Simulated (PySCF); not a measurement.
The same groups moved round the core (propene cyano+boryl). All species are isolated molecules in the gas phase. One relaxed conformer stands for each flexible species; it need not be the lowest. Strings in code marks are SMILES.

All values below come from CAM-B3LYP-D3(BJ)/def2-TZVP (PySCF). Excitations are Tamm–Dancoff values on a coarser integration grid. The basis has no diffuse functions, so Rydberg states are missing or too high.

```tsv
species	S1–T1 gap (TDA) (eV)	HOMO (eV)	brightest of the four lowest singlets (TDA) (eV)	S1 oscillator strength
`BC(=C)CC#N`	1.89	-10.08	6.20	0.005
`C(=C/C)(/C#N)B`	2.19	___	___	0.001
`C(#N)/C(B)=C/C`	2.14	___	5.41	___
`C(=C(/C)B)/C#N`	2.23	___	5.42	0.001
`C/C(B)=C/C#N`	2.05	-9.56	5.23	0.001
`C(/CB)=C\C#N`	1.56	-9.13	6.58	___
```

### Question
Some entries are withheld; supply them.

### Answer

- `C(=C/C)(/C#N)B`, HOMO (eV): -9.59
- `C(=C/C)(/C#N)B`, brightest of the four lowest singlets (TDA) (eV): 5.70
- `C(#N)/C(B)=C/C`, HOMO (eV): -9.51
- `C(#N)/C(B)=C/C`, S1 oscillator strength: 0.269
- `C(=C(/C)B)/C#N`, HOMO (eV): -9.65
- `C(/CB)=C\C#N`, S1 oscillator strength: 0.004
